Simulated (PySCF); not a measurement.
# SeO₃: calculation against measurement

Isolated SeO₃, optimised in PySCF with density fitting and no spin–orbit coupling; def2 sets carry scalar-relativistic core potentials from Rb on. All levels below give a singlet of D3h symmetry: PBE0/def2-TZVP Se–O 1.588 Å (×3); B3LYP/def2-TZVP Se–O 1.601 Å (×3); PBE/def2-TZVP Se–O 1.619 Å (×3).

Counting electrons, selenium keeps none of its valence electrons outside its bonds, so the VSEPR class is AX3 and the expected shape is trigonal planar (D3h), as computed.

Measured fundamentals (Jacox, Vibrational and Electronic Energy Levels of Polyatomic Transient Molecules, as compiled in the NIST Chemistry WebBook) beside computed harmonic wavenumbers, in cm⁻¹:

| mode as compiled | computed symmetry | measured | medium | PBE0/def2-TZVP | B3LYP/def2-TZVP | PBE/def2-TZVP |
| --- | --- | --- | --- | --- | --- | --- |
| a2 deform. | a2'' | 356 | argon matrix | 278 | 262 | 251 |
| e' seo stretch | e' | 995 | argon matrix | 1071 | 1024 | 986 |

**Question.** How close does each level come?

**Answer.** Mean absolute differences: PBE0/def2-TZVP 14.8 %, B3LYP/def2-TZVP 14.6 %, PBE/def2-TZVP 15.2 %. The mean ratio of measured to computed values at B3LYP/def2-TZVP is 1.165. Harmonic values should lie a little above fundamentals, yet here they lie below on average; matrices shift bands further, usually down by up to a few per cent. Differences this large suggest that the computed state or structure is not the one observed, or that an assignment is in doubt.
